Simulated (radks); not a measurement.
The numbers below are computed, except where a source is named.
F+, configuration [He] 2s2 2p3 4p1 (not the ground configuration).

Code: a radial shooting solver on a logarithmic mesh with Libxc functionals. Model: non-relativistic Kohn-Sham, r2SCAN, spin-polarised, spherical densities, point nucleus; open shells are filled with parallel spins first; meta-GGA in the generalised Kohn-Sham scheme.

Energy parts (hartree):
total: -97.97833
kinetic: 97.80330
electron-nucleus: -225.27707
Hartree: 38.95188
exchange-correlation: -9.45644

Orbitals (lengths in bohr, moments of r in powers of bohr; r(max) is where P^2 peaks; r(90%) holds 90 % of the orbital's charge):
orbital  occ.  eigenvalue (hartree)     <r^4>    <r^2>  r(90%)  r(max)
1s up       1             -26.16494  0.004670  0.04218   0.316  0.1147
1s down     1             -26.02669  0.004500  0.04154   0.314  0.1145
2s up       1              -2.51747     1.734   0.9768    1.42  0.7306
2s down     1              -2.17072     2.114    1.068    1.49  0.7513
2p up       3              -1.78401     2.007   0.9662    1.47  0.6478
2p down     0              -1.41713     2.735    1.122    1.59  0.6869
4p up       1              -0.14347      7276    72.52    11.4   7.993

The highest occupied level is 4p up at -3.904 eV. The configuration is held as typed, so some empty levels lie below it. The spin density at the nucleus is 0.081 e/bohr^3 (1s -1.648, 2s 1.729), a Fermi contact field of 4.26 T. The electron density at the nucleus is 453.3 e/bohr^3. The density falls to 0.001 e/bohr^3 at r = 2.74 bohr. Spin moment in Bohr magnetons: 4. Summed over all electrons, <r^2> = 77.55 bohr^2, which gives a Langevin (diamagnetic) susceptibility term of -61.4 x 10^-6 cm^3/mol. Virial ratio -V/T = 2.00179.
